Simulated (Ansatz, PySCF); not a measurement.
Spin states of O2Os (SMILES [O]=[Os]=[O]), each relaxed with B3LYP-D3(BJ)/def2-TZVP.
State 1 (charge 0, multiplicity 3):
```csv
atom,x (Å),y (Å),z (Å)
Os,0.2581,-0.2065,0.2603
O,1.0451,0.3136,-1.1485
O,-1.3363,-0.0597,0.8179
```
State 2 (charge 0, multiplicity 1):
```xyz
3

Os     0.313    -0.252     0.318
O      0.955     0.326    -1.125
O     -1.301    -0.027     0.737
```

Singlets are restricted, other states unrestricted; no spin–orbit coupling, no relativity up to Kr; see below for the cores. The largest T1 diagnostic is 0.053.

Correlated levels freeze the inner cores; with def2 sets outer-core shells near the valence are correlated too.

Run with Ansatz (Gaussian basis) for Hartree–Fock, density functionals and correlated methods; PySCF for the dispersion terms. Each number belongs to the level named beside it. In def2 rows elements past Kr take small-core potentials, without spin–orbit coupling.

```json
[
 {"level": "BLYP-D3(BJ)/def2-TZVPP", "energy of the multiplicity-1 state less that of the multiplicity-3 state (kcal/mol)": "10.68"},
 {"level": "r2SCANh/def2-TZVPP", "energy of the multiplicity-1 state less that of the multiplicity-3 state (kcal/mol)": "18.69"},
 {"level": "B3LYP-D3(BJ)/def2-TZVPP", "energy of the multiplicity-1 state less that of the multiplicity-3 state (kcal/mol)": "13.56"},
 {"level": "B3LYP-D4/def2-TZVPP", "energy of the multiplicity-1 state less that of the multiplicity-3 state (kcal/mol)": "13.55"},
 {"level": "PBE0/def2-TZVPP", "energy of the multiplicity-1 state less that of the multiplicity-3 state (kcal/mol)": "?"},
 {"level": "BHLYP-D3(BJ)/def2-TZVPP", "energy of the multiplicity-1 state less that of the multiplicity-3 state (kcal/mol)": "18.59"},
 {"level": "BHLYP-D4/def2-TZVPP", "energy of the multiplicity-1 state less that of the multiplicity-3 state (kcal/mol)": "18.59"},
 {"level": "wB97M-V/def2-TZVPP", "energy of the multiplicity-1 state less that of the multiplicity-3 state (kcal/mol)": "13.73"},
 {"level": "CCSD(T)/def2-SVP", "energy of the multiplicity-1 state less that of the multiplicity-3 state (kcal/mol)": "?"}
]
```

Q: Some entries are withheld; supply them.

A: 
- PBE0/def2-TZVPP, energy of the multiplicity-1 state less that of the multiplicity-3 state (kcal/mol): 16.07
- CCSD(T)/def2-SVP, energy of the multiplicity-1 state less that of the multiplicity-3 state (kcal/mol): 12.50

Doubts at one or more of the structures used: T1 above 0.05 (CCSD(T)/def2-SVP); a restricted determinant that unrestricted orbitals would lower (CCSD(T)/def2-SVP).

Ansatz is a first-principles code.
